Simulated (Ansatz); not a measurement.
Energy difference R1 → 2 P1, each structure at its B3LYP-D3(BJ)/def2-TZVP stationary point, reached from a drawn start (curvature not checked).
P1: N atom, charge 0, multiplicity 4.
R1: N2 (SMILES N#N), charge 0, multiplicity 1.

P less R. No zero-point or thermal terms; singlets are restricted closed shells; open shells are unrestricted.

Cores are frozen in the correlated methods.

Run with Ansatz (a first-principles code). Each number belongs to the level named beside it.

Total energies in hartree:

```tsv
structure	PBE/def2-TZVPP	r2SCAN/def2-TZVPP	CCSD(T)/cc-pVQZ
P1	-54.532142	-54.581014	-54.524824
R1	-109.451607	-109.512117	-109.404155
```

Q: Work out the reaction energy at each level in eV (1 hartree = 27.21139 eV), and say how far PBE/def2-TZVPP lies from CCSD(T)/cc-pVQZ.

A: 
- PBE/def2-TZVPP: 2 × (-54.532142) − (-109.451607) = 0.387323 hartree = 10.540 eV
- r2SCAN/def2-TZVPP: 2 × (-54.581014) − (-109.512117) = 0.350089 hartree = 9.526 eV
- CCSD(T)/cc-pVQZ: 2 × (-54.524824) − (-109.404155) = 0.354507 hartree = 9.647 eV
PBE/def2-TZVPP less CCSD(T)/cc-pVQZ: 0.893 eV. CCSD(T)/cc-pVQZ is the level counted from, the highest shown, and no exact or measured value.
